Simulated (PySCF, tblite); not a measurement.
A set of runs on `[SiH3]SCC#CC#C`; the geometry of each is named by its level. Settings lines and outputs come from a driver script.

Species: C5H6SSi.
Numbering: `[CH:1]#[C:2][C:3]#[C:4][CH2:5][S:6][SiH3:7]` (hydrogens: H8 on C1; H9, H10 on C5; H11, H12, H13 on Si7)

Step 1: GFN2-xTB geometry optimisation, gas phase (tblite 0.8.0) (from a force-field or distance-geometry start)
```json
{"job": {"kind": "relax", "xc": "GFN2-xTB", "basis": "xTB"}, "charge": 0, "multiplicity": 1}
```
```
step      E/eV     max force
  0    -506.56281    2.155
  1    -506.62374    3.551
  2    -506.74532    1.030
...
 61    -506.89739    0.016
 62    -506.89741    0.015
 63    -506.89744    0.010
 64    -506.89747    0.013
 65    -506.89749    0.010
```

Energy lowered by 7.7 kcal/mol over 65 steps; largest atomic force 0.010 eV/Å at the end. «max force» is the largest atomic force in eV/Å.

Time: 0.35 s wall. Hardware: one thread of an Arm Neoverse V2 (shared host).

Step 2: GFN2-xTB harmonic vibrations, gas phase (tblite 0.8.0) (on the GFN2-xTB geometry)
```json
{"job": {"kind": "ir", "xc": "GFN2-xTB", "basis": "xTB"}, "charge": 0, "multiplicity": 1}
```
```
(table of modes left out)
```

33 modes from 32 to 3405 cm⁻¹ (unscaled, harmonic); zero-point energy 50.5 kcal/mol; all wavenumbers are real at this level.

Time: 0.35 s of wall time. Hardware: one thread of an Arm Neoverse V2, no GPU, shared host with 32 logical CPUs at a one-minute load of 27.

Step 3: TDDFT B3LYP/def2-SVPD, vertical, gas phase, core orbitals frozen in the response (PySCF 2.14.0, density-fitted response routines) (on the GFN2-xTB geometry)
```json
{"job": {"kind": "uv", "xc": "B3LYP", "basis": "def2-SVPD", "nstates": 8, "ntriplets": 3}, "charge": 0, "multiplicity": 1}
```
```
...
Static polarisability (au): isotropic 114.565, principal 77.706 96.386 169.604
Singlet excitations
state   eV       nm        f      main configurations
  1   4.5385    273.2   0.00050   H-1->L 0.68, H-2->L 0.11
  2   4.6072    269.1   0.03300   H->L 0.69, H-1->L+1 0.21
  3   4.6909    264.3   0.00063   H->L+1 0.54, H-2->L+1 0.23, H-1->L 0.12
  4   4.8730    254.4   0.00082   H-2->L 0.56, H-1->L+1 0.15, H->L 0.14
  5   5.2305    237.0   0.00772   H-2->L+1 0.47, H->L+1 0.35, H-1->L+1 0.09
  6   5.5487    223.4   0.00963   H->L+2 0.87
  7   6.0757    204.1   0.02879   H->L+3 0.74, H->L+4 0.13
  8   6.1859    200.4   0.02427   H-1->L+2 0.74
Triplet excitations (Tamm-Dancoff, eV): 3.7137 4.0975 4.1000
```

HOMO -6.81 eV, LUMO -1.29 eV; lowest singlet 4.54 eV; lowest triplet 3.71 eV (Tamm–Dancoff); mean polarisability 114.6 au.

On one thread, Arm Neoverse V2 (aarch64), shared host with 32 logical CPUs at a one-minute load of 28, this took 30 s wall and 0.80 GiB of memory at its peak.

Geometry of the electronic-property runs (GFN2-xTB):
```
atom  x, y, z in Å
C1     3.5582    1.5190   -0.0436
C2     2.6242    0.7640    0.0487
C3     1.5645   -0.0794    0.1468
C4     0.6431   -0.8509    0.2715
C5    -0.4973   -1.7128    0.3409
S6    -1.7331   -1.3338   -0.9843
Si7   -2.2463    0.6906   -0.5030
H8     4.3755    2.1708   -0.1211
H9    -0.2132   -2.7521    0.1695
H10   -1.0046   -1.6234    1.3035
H11   -3.3532    0.9564   -1.4026
H12   -2.6356    0.7101    0.9042
H13   -1.0867    1.5419   -0.7319
```

 (This holds for the electronic-property runs.)

One conformer stands for the species.
